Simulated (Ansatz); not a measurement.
# C4H5NSeSi: where a starting geometry ends

The starting geometry of this gas-phase singlet was optimised with GFN2-xTB; its bonds are those of `CC#C[SiH2][Se]C#N`.

```xyz
12

C    -0.5686   -1.8160   -2.4736
C     0.0826   -1.3404   -1.2805
C     0.6254   -0.9615   -0.2706
C     1.8064    2.3233   -0.3202
N     2.3262    2.5155   -1.3255
Se    0.9918    2.0284    1.2592
Si    1.4529   -0.2643    1.2105
H    -0.4911   -1.0629   -3.2572
H    -0.0948   -2.7359   -2.8153
H    -1.6211   -2.0111   -2.2698
H     2.9059   -0.3949    1.1435
H     0.8503   -0.7093    2.4647
```

**Question.** Where would you expect an optimisation with PBE-D3(BJ)/def2-SVP to take it?

**Answer.** It keeps its bonds, and is `CC#C[SiH2][Se]C#N`.

The energy falls by 0.18 eV over 9 steps:

| step | E − E(last) (eV) |
| --- | --- |
| 1 | 0.179 |
| 2 | 0.013 |
| 3 | 0.003 |
| 4 | 0.001 |
| 5 | 0.001 |
| 6 | 0.000 |
| 7 | 0.000 |
| 8 | 0.000 |
| 9 | 0.000 |

Final geometry (Å):

```yaml
atoms:
  - { symbol: C, position_ang: [-0.5773, -1.8520, -2.4818] }
  - { symbol: C, position_ang: [0.0622, -1.3686, -1.2723] }
  - { symbol: C, position_ang: [0.6069, -0.9536, -0.2480] }
  - { symbol: C, position_ang: [1.8418, 2.4110, -0.3106] }
  - { symbol: N, position_ang: [2.3337, 2.6703, -1.3489] }
  - { symbol: Se, position_ang: [1.0533, 2.0616, 1.3186] }
  - { symbol: Si, position_ang: [1.4363, -0.2484, 1.1995] }
  - { symbol: H, position_ang: [-0.4788, -1.1095, -3.3012] }
  - { symbol: H, position_ang: [-0.1159, -2.8004, -2.8275] }
  - { symbol: H, position_ang: [-1.6591, -2.0379, -2.3184] }
  - { symbol: H, position_ang: [2.9154, -0.4810, 1.1590] }
  - { symbol: H, position_ang: [0.8473, -0.7206, 2.4967] }
```

The end wasn't checked by frequencies. Run with Ansatz 0.2.0, 14 s on 4 threads of Arm Neoverse V1 (shared host).
